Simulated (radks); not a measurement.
The numbers below are computed, except where a source is named.
Numerical settings for the krypton ion Kr32+, [He] 2s2. Level of theory: scalar-relativistic Kohn-Sham, PBE, spin-unpolarised, spherical densities, finite nucleus; Fermi nuclear charge, rms radius 4.1884 fm (a radial shooting solver on a logarithmic mesh with Libxc functionals). The defaults (mesh step 0.008 in ln r, mesh end at 40 bohr or more with all orbitals vanishing there, Anderson mixing 0.5 over 9 steps, residual threshold near 1e-9 with the energy settled to 1e-9 hartree or 1e-11 of itself, here a cap of 58 iterations) give E = -1592.9670 hartree and 2s at -3915.5 eV in 13 iterations. Run on one thread of a shared host, so times are rough (Arm Neoverse N1): 0.04 s of CPU time, 0.04 s wall, 13 iterations on 2189 mesh points. Changes against that run (0 stands for a change within the tolerance of the run):

[
 {"setting": "mesh step in ln r 0.05", "iterations": "13", "converged": "yes", "E (mhartree)": "+0.00371", "e(2s) (meV)": "+0.0715", "CPU (s)": "0.01"},
 {"setting": "mesh step in ln r 0.02", "iterations": "13", "converged": "yes", "E (mhartree)": "0", "e(2s) (meV)": "0", "CPU (s)": "0.02"},
 {"setting": "mesh step in ln r 0.08", "iterations": "58", "converged": "no", "E (mhartree)": "-5.13e+05", "e(2s) (meV)": "-", "CPU (s)": "0.07"},
 {"setting": "mesh end (bohr) 2", "iterations": "13", "converged": "yes", "E (mhartree)": "0", "e(2s) (meV)": "0", "CPU (s)": "0.04"},
 {"setting": "mesh end (bohr) 1", "iterations": "13", "converged": "yes", "E (mhartree)": "+0.000174", "e(2s) (meV)": "+0.004", "CPU (s)": "0.04"},
 {"setting": "residual threshold 1e-16", "iterations": "58", "converged": "no", "E (mhartree)": "0", "e(2s) (meV)": "0", "CPU (s)": "0.14"},
 {"setting": "residual threshold 1e-13", "iterations": "58", "converged": "no", "E (mhartree)": "0", "e(2s) (meV)": "0", "CPU (s)": "0.14"},
 {"setting": "mixing 0.01", "iterations": "21", "converged": "yes", "E (mhartree)": "0", "e(2s) (meV)": "0", "CPU (s)": "0.06"},
 {"setting": "linear mixing, mixing 0.2", "iterations": "58", "converged": "no", "E (mhartree)": "-0.000249", "e(2s) (meV)": "-0.868", "CPU (s)": "0.15"},
 {"setting": "linear mixing, mixing 0.8", "iterations": "58", "converged": "no", "E (mhartree)": "0", "e(2s) (meV)": "0", "CPU (s)": "0.12"},
 {"setting": "mixing history 20", "iterations": "16", "converged": "yes", "E (mhartree)": "0", "e(2s) (meV)": "0", "CPU (s)": "0.05"},
 {"setting": "iteration cap 3", "iterations": "3", "converged": "no", "E (mhartree)": "+0.314", "e(2s) (meV)": "-867", "CPU (s)": "0.01"}
]

No run marked as converged misses the energy by more than 1 mhartree. A mesh that ends early acts as a hard wall.
